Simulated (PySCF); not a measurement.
```xyz
4
charge 0 multiplicity 1, angstrom
Si    0.0000    0.0000    0.1755
S     0.0000    0.0000    2.1004
Cl    1.6167    0.0000   -1.0304
Cl   -1.6167    0.0000   -1.0304
```

Level of theory: PBE0/[Si def2-TZVP, S def2-TZVP, Cl def2-TZVP], no relativity, density fitting, PySCF.

This geometry of SiSCl₂ is a stationary point at this level.

(1) What is the point group?

(2) Is it a minimum?

(3) Which band is strongest in the infrared?

(4) What are the dipole moment and the gap between the highest occupied and lowest empty levels?

Answers

(1) C2v.

(2) Yes: all harmonic wavenumbers are real.

(3) 818 cm⁻¹ (a1), 182 km/mol.

(4) 1.93 D and 5.56 eV.

Only a few start shapes were tried, so a lower isomer may exist.
